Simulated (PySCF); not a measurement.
Saddle point of SiNH$_{7}$Se, singlet (SiNH₅ ([NH2][SiH3]) + H₂Se → SiNH₅Se ([NH2][SiH2][SeH]) + H₂; bonds formed: Si1–Se7, H2–H6; bonds broken: Si1–H2, H6–Se7), PBE0-D4/def2-TZVP structure:

Si1  (-0.779, -0.072, -0.034)
H2  (-0.379, -1.082, -1.371)
H3  (-1.725, -1.183, 0.316)
H4  (-1.587, 0.948, -0.734)
N5  (0.043, 0.038, 1.433)
H6  (0.235, -0.409, -1.497)
Se7  (1.252, 1.222, -1.230)
H8  (-0.221, -0.540, 2.214)
H9  (0.805, 0.671, 1.601)
H10  (2.356, 0.409, -0.698)
(Å)

Energies are electronic, without zero-point energy. Barriers and step energies count from the start structure reached by relaxing down the imaginary mode; all methods use the PBE0-D4 structures, on which another method's saddle can fall below an end. Program: PySCF 2.14 with density fitting (its default auxiliary sets; JK sets also for MP2 and CCSD(T)). Basis: def2-TZVPP, with def2-QZVPP for the basis limit. Cores are frozen in the correlated methods. Filled d shells of the heavier atoms are correlated. The def2 sets are not built for correlating such inner shells, so the correlated values are less sure here. B3LYP uses VWN-RPA correlation. Extrapolation: Hartree–Fock as exp(−7.88 √X), correlation as X^−2.97.

```csv
method,barrier (kJ/mol),step energy (kJ/mol)
SPW92,?,-43.6
PBE-D4,124.3,-50.1
r2SCAN-D4,137.1,-49.9
PBE0-D4,141.7,-47.3
B3LYP-D4,?,-42.4
BHLYP-D4,179.3,-39.4
wB97M-V,163.9,-43.4
HF,235.5,-29.8
MP2,?,-50.0
CCSD,184.8,-36.8
CCSD(T),173.0,-40.4
```

Task: Fill in the withheld barriers. (Judge from chemistry; the value comes from the calculation.)

Result: By the calculation: MP2 162.4; B3LYP-D4 159.2; SPW92 98.1 kJ/mol. Each is the energy of the saddle less that of the start structure, by the same method.

For comparison, the barrier by CCSD(T) at an estimated basis limit (MP2 extrapolated from triple and quadruple zeta, plus CCSD(T) − MP2 in triple zeta) is 162.3 kJ/mol.

T1 diagnostic: at most 0.011.

Labels in which every atom is bracketed show which atoms are joined, not bond orders.

For scale, one of the runs: CCSD(T)/def2-TZVPP, 219 basis functions, launched by `OMP_NUM_THREADS=4 python run.py`. Time: 14 min of wall clock on 4 CPU threads of an Arm Neoverse V2; the host was shared. Peak host memory: 3.9 GiB.
